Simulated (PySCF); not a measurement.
**Mayer bond orders and bond lengths**

C₇H₁₄NP.
Atom-mapped SMILES: `[CH3:1][CH:2]([CH3:3])[CH2:4][PH:5][CH2:6][CH2:7][C:8]#[N:9]` (hydrogens: H10, H11, H12 on C1; H13 on C2; H14, H15, H16 on C3; H17, H18 on C4; H19 on P5; H20, H21 on C6; H22, H23 on C7)

Geometry (GFN2-xTB, Å), atoms numbered from 1 in this order:
```xyz
23
C7H14NP angstrom
C     -2.3686    1.4712   -0.5417
C     -2.0247    0.0259   -0.1981
C     -3.0068   -0.5299    0.8312
C     -0.5947   -0.0780    0.3353
P      0.6756    0.3784   -0.9441
C      2.1813   -0.2056   -0.0055
C      3.4072   -0.2271   -0.9244
C      4.5804   -0.6225   -0.1892
N      5.4944   -0.9427    0.4183
H     -2.3440    2.0886    0.3540
H     -1.6487    1.8701   -1.2547
H     -3.3622    1.5358   -0.9793
H     -2.0985   -0.5767   -1.1117
H     -4.0259   -0.4574    0.4588
H     -2.7933   -1.5750    1.0458
H     -2.9398    0.0327    1.7604
H     -0.3960   -1.0944    0.6890
H     -0.4675    0.6060    1.1807
H      0.5369   -0.8033   -1.6935
H      2.0088   -1.1973    0.4223
H      2.3512    0.4943    0.8190
H      3.2532   -0.9317   -1.7479
H      3.5773    0.7656   -1.3520
```

Bond orders from the PBE0/pcSseg-1 density (PySCF). Isolated species at its GFN2-xTB geometry (one conformer only).

Q: Where do the orders between heavy atoms depart from those drawn in the SMILES?

A: The largest departure is 0.071, at C8–N9 (drawn triple, 3.071).

Q: Give the Mayer order of every bond between heavy atoms, beside its length.

A: 
```json
{"bond": "C1–C2", "drawn as": "single", "length (Å)": "1.525", "Mayer order": "1.022"}
{"bond": "C2–C3", "drawn as": "single", "length (Å)": "1.527", "Mayer order": "1.043"}
{"bond": "C2–C4", "drawn as": "single", "length (Å)": "1.530", "Mayer order": "0.993"}
{"bond": "C4–P5", "drawn as": "single", "length (Å)": "1.860", "Mayer order": "0.970"}
{"bond": "P5–C6", "drawn as": "single", "length (Å)": "1.868", "Mayer order": "0.958"}
{"bond": "C6–C7", "drawn as": "single", "length (Å)": "1.532", "Mayer order": "1.010"}
{"bond": "C7–C8", "drawn as": "single", "length (Å)": "1.440", "Mayer order": "1.027"}
{"bond": "C8–N9", "drawn as": "triple", "length (Å)": "1.143", "Mayer order": "3.071"}
```

Bonds between the same two heavy elements. C–C: lowest C2–C4 (0.993, 1.530 Å), highest C2–C3 (1.043, 1.527 Å). C–P: all 2 within 0.02 of one another (0.958 to 0.970).

Q: And the bonds to hydrogen?

A: C–H: 0.92 to 0.97 (13 bonds); H–P: 0.94 (1 bond).

Q: Sum the orders of all bonds at each heavy atom with more than one neighbour and set the sums beside the valence in the SMILES.

A: C1 3.911 (drawn 4), C2 3.999 (drawn 4), C3 3.940 (drawn 4), C4 3.842 (drawn 4), P5 2.867 (drawn 3), C6 3.840 (drawn 4), C7 3.877 (drawn 4), C8 4.098 (drawn 4). Orders between atoms that aren't bonded are not in these sums.

For a closed shell the Mayer order of atoms A and B is Σ (PS)μν (PS)νμ over the basis functions μ on A and ν on B, with P the density and S the overlap matrix.
